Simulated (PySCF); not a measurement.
A side-by-side comparison of computed properties.

First species: trimethylborane, C3H9B.
Z-matrix (Å and degrees, PBE0-D3(BJ)/def2-SVP geometry), rows numbered from 1:
```
C 
B   1  1.5739
C   2  1.5752  1  120.04
C   2  1.5733  1  120.41  3   179.80
H   1  1.1030  2  111.68  3    47.28
H   1  1.1073  2  107.18  3   -67.09
H   1  1.1000  2  115.51  3   173.07
H   3  1.1000  2  115.47  1   -10.95
H   3  1.1034  2  111.42  1  -136.14
H   3  1.1066  2  107.59  1   109.44
H   4  1.1085  2  105.51  1    79.78
H   4  1.1004  2  115.29  1  -162.59
H   4  1.1017  2  113.34  1   -35.00
```

Second species: C2H7BO4Si.
SMILES: `C(C)(=O)O[SiH2]B(O)O`

Levels: CAM-B3LYP/def2-SVPD for HOMO energy, LUMO energy, HOMO–LUMO gap and static isotropic polarisability; TDDFT CAM-B3LYP/def2-SVPD for lowest singlet excitation; TDA CAM-B3LYP/def2-SVPD for lowest triplet excitation (Tamm–Dancoff); ΔSCF CAM-B3LYP/def2-SVPD for vertical ionisation energy. Geometries: PBE0-D3(BJ)/def2-SVP. All species are isolated and taken at one optimised geometry, non-relativistic unless stated; the electronic structure was computed with PySCF and density fitting.

```json
{"property": "HOMO energy", "column X": "-9.60 eV", "column Y": "-9.97 eV"}
{"property": "LUMO energy", "column X": "0.61 eV", "column Y": "0.91 eV"}
{"property": "HOMO–LUMO gap", "column X": "10.21 eV", "column Y": "10.88 eV"}
{"property": "lowest singlet excitation", "column X": "6.02 eV", "column Y": "6.59 eV"}
{"property": "lowest triplet excitation (Tamm–Dancoff)", "column X": "5.55 eV", "column Y": "6.07 eV"}
{"property": "static isotropic polarisability", "column X": "79.2 au", "column Y": "53.3 au"}
{"property": "vertical ionisation energy", "column X": "10.43 eV", "column Y": "10.85 eV"}
```

(1) Which column belongs to which species?

(2) How does each property change from the first species to the second?

## Answers

(1) Column X is the second species and column Y the first. The first has 13 atoms and 32 electrons, the second 15 and 70.

(2) HOMO energy +0.37 eV; LUMO energy -0.30 eV; HOMO–LUMO gap -0.67 eV; lowest singlet excitation -0.57 eV; lowest triplet excitation (Tamm–Dancoff) -0.52 eV; static isotropic polarisability +25.9 au; vertical ionisation energy -0.42 eV.

On the first: No computed singlet falls in the visible range (750 to 380 nm, 1.65 to 3.26 eV); S1 lies 3.33 eV above its blue end. S1 lies 4.29 eV below the HOMO–LUMO gap.

On the second: The polarisability is 11.74 Å³ as a volume (1 au = 0.148185 Å³), or 1.13 au for each of the 70 electrons. The 10 singlets span 6.02 to 8.36 eV, and their oscillator strengths add up to 0.32.
